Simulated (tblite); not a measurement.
A tight-binding relaxation on `C[C@](F)(CC(F)(F)F)C(=O)Br`.

Computed with GFN2-xTB geometry optimisation, gas phase (tblite 0.8.0). Start geometry: from a force field or distance geometry. The command runs a driver script over a list of jobs; the input below is this job's line of settings and its coordinates in Å.

Command:
```bash
OMP_NUM_THREADS=1 python probes_run.py task.json out
```

Input:
```
{"job": {"kind": "relax", "xc": "GFN2-xTB", "basis": "xTB"}, "charge": 0, "multiplicity": 1}
C     -1.428900    -0.498600    -1.014900
C     -0.497400     0.349700    -0.144300
F     -0.462900     1.653700    -0.586400
C      0.818000    -0.336700    -0.280400
C      1.974600     0.225000     0.466300
F      2.203600     1.522000     0.039700
F      3.083600    -0.531900     0.039600
F      1.900600     0.086200     1.826600
C     -1.104900     0.347800     1.196900
O     -0.632300    -0.080500     2.224100
Br    -2.876300     1.117700     1.354000
H     -2.445800    -0.091000    -1.069900
H     -0.921700    -0.541300    -1.995400
H     -1.355500    -1.518700    -0.608500
H      0.659500    -1.421600    -0.100700
H      1.078200    -0.272800    -1.358100
```

Output:
```
step      E/eV     max force
  0   -1096.93220    3.627
  1   -1097.13213    4.844
  2   -1097.30906    1.216
  3   -1097.36954    0.655
  4   -1097.42208    0.570
  5   -1097.44178    0.643
  6   -1097.47865    0.466
  7   -1097.50326    0.417
  8   -1097.52373    0.289
  9   -1097.53677    0.298
... (92 lines left out)
102   -1097.74112    0.101
103   -1097.74153    0.076
104   -1097.74185    0.071
105   -1097.74206    0.048
106   -1097.74224    0.026
107   -1097.74246    0.045
108   -1097.74253    0.040
109   -1097.74258    0.020
110   -1097.74261    0.010
111   -1097.74263    0.010
```

«max force» is the largest atomic force in eV/Å.

Problem. From which step on does the largest force stay under 0.1 eV/Å, and how much energy is left to gain from there?

Solution. From step 103 (0.076 eV/Å), 1.1 meV above the end.

Summary of the converged run: energy lowered by 18.7 kcal/mol over 111 steps; largest atomic force 0.010 eV/Å at the end.

Problem. Give the final coordinates.

Solution. 0.474 Å rms from the input after alignment:
```
atom  x, y, z in Å
C1    -1.5200   -0.5035   -1.1077
C2    -0.5124    0.1957   -0.1943
F3    -0.4447    1.5187   -0.5559
C4     0.8857   -0.4290   -0.2980
C5     1.9445    0.4031    0.4163
F6     2.3194    1.4736   -0.2862
F7     3.0522   -0.3221    0.6276
F8     1.5379    0.8432    1.6134
C9    -1.0330    0.0688    1.2335
O10   -0.8821   -0.8741    1.9327
Br11  -2.1199    1.5552    1.7834
H12   -2.4903   -0.0196   -1.0153
H13   -1.1895   -0.4194   -2.1402
H14   -1.6106   -1.5513   -0.8367
H15    0.8701   -1.4195    0.1603
H16    1.1853   -0.5108   -1.3443
```

The run took 0.77 s wall on an Arm Neoverse V2 with one thread, shared host with 96 logical CPUs at a one-minute load of 27.
Labels such as C1 count atoms from 1, the log's own numbers from 0.
